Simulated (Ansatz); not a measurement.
Basis-set series for CH2OSe (`O=C[SeH]`). Charge 0, multiplicity 1. All single points use the PBE0-D4/def2-TZVP geometry. It is one conformer, not always the lowest.

```
functional       basis  functions  energy (Eh)  HOMO (eV)  LUMO (eV)
   PBE0-D4    def2-SVP         70  -2515.28092      -7.50      -0.89
   PBE0-D4  def2-TZVPP        138  -2515.71043      -7.65      -1.13
   ωB97M-V    def2-SVP         70  -2515.51175      -9.60       1.49
   ωB97M-V  def2-TZVPP        138  -2515.94444      -9.77       1.15
```

(1) Give the rows for def2-QZVPP. (Estimate.)

Answers

(1) Computed: 
```tsv
functional	basis	functions	energy (Eh)	HOMO (eV)	LUMO (eV)
PBE0-D4	def2-QZVPP	263	-2515.76723	-7.68	-1.20
ωB97M-V	def2-QZVPP	263	-2515.99950	-9.80	1.04
```

Positive LUMOs are unbound and depend on the basis. Scalar relativity is left out up to krypton.
